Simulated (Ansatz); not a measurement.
Calculated with Ansatz (gas phase, PBE0-D4/def2-TZVP geometries, no zero-point term in ΔE). CCSD(T)/CBS is the MP2 limit (def2-TZVPP, def2-QZVPP) plus CCSD(T) − MP2 in def2-TZVPP, frozen cores. DFT in def2-TZVPP. B3LYP here is the variant with VWN-RPA as its local correlation; programs differ in this. One conformer a species, not always the lowest.

Reaction (formal exchange of groups at the Al–Si bond): `C[SiH2][Al]1[CH2][SiH2]1` + `C1=NCO1` → `[CH2]1[AlH][SiH2]1` + `C[SiH2]C1N=CO1`

(1) Is it downhill or uphill in electronic energy at CCSD(T)/CBS, and by how much? (An estimate is asked.)

(2) What do these levels give: PBE-D4, B3LYP-D4, ωB97X-V, ωB97M-V, B2PLYP, PBE0, B3LYP, SCS-MP2/def2-TZVPP, CCSD/def2-TZVPP, MP2/def2-QZVPP, HF/CBS(def2), MP2/CBS(def2)? (Estimate.)

Largest T1 diagnostic among the species: 0.015.

## Answers

(1) Ansatz gave: Uphill: ΔE = +4.1 kcal/mol.

(2) Computed: PBE-D4 6.9, B3LYP-D4 4.0, ωB97X-V 3.9, ωB97M-V 2.4, B2PLYP 4.3, PBE0 7.4, B3LYP 5.3, SCS-MP2/def2-TZVPP 3.1, CCSD/def2-TZVPP 4.8, MP2/def2-QZVPP 2.4, HF/CBS(def2) 4.5, MP2/CBS(def2) 2.2 kcal/mol.

The D4 term adds −1.3 kcal/mol with B3LYP and −0.7 kcal/mol with PBE0; it sums over pairs of atoms, weighted by their polarisabilities, and B3LYP, whose exchange is more repulsive, gets the larger term.
